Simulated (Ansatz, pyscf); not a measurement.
O=CH–O⁻ → O=C⁻–OH, a hydrogen shift on the singlet surface: C–H broken, H–O formed. Optimised with ωB97X-D3(BJ)/def2-SVPD in PySCF. Wave-function energies: Ansatz (a first-principles code), frozen core, RHF or UHF references. In kJ/mol, from the reactant's lowest minimum found.

```json
[
 {"level": "B3LYP-D3(BJ)/def2-TZVPD", "barrier": "286.58", "reaction energy": "+155.54"},
 {"level": "ωB97X-D3(BJ)/def2-TZVPD", "barrier": "291.60", "reaction energy": "+155.61"},
 {"level": "CCSD(T)/aug-cc-pV(D+d)Z", "barrier": "281.10", "reaction energy": "+140.52"},
 {"level": "CCSDT(Q)/aug-cc-pV(D+d)Z", "barrier": "…", "reaction energy": "…"},
 {"level": "CCSD(T)/aug-cc-pV(T+d)Z", "barrier": "280.66", "reaction energy": "+145.04"},
 {"level": "CCSD(T)/aug-cc-pV(Q+d)Z", "barrier": "…", "reaction energy": "+146.46"}
]
```

Q: Complete the blanks.

A: 
- CCSDT(Q)/aug-cc-pV(D+d)Z, barrier: 279.38
- CCSDT(Q)/aug-cc-pV(D+d)Z, reaction energy: +139.67
- CCSD(T)/aug-cc-pV(Q+d)Z, barrier: 282.42

In aug-cc-pV(D+d)Z, going from CCSD(T) to CCSDT(Q) shifts the barrier by -1.72 and the reaction energy by -0.86 kJ/mol. With HF in the quadruple-zeta basis and the correlation energy extrapolated as X⁻³ from X = 3, 4, CCSD(T) gives 283.16 and +147.24; adding the double-zeta shift gives ΔE‡ = 281.44 and ΔE = +146.39 kJ/mol, without core correlation, relativity or geometry relaxation at these levels. On the product side the descent ends in a point that may be a rotor saddle (no frequency run), 6.15 kJ/mol over the lowest minimum found and 129.84 kJ/mol under the saddle at ωB97X-D3(BJ)/def2-TZVPD. This is the saddle that the search found; another between the same sides may lie lower.
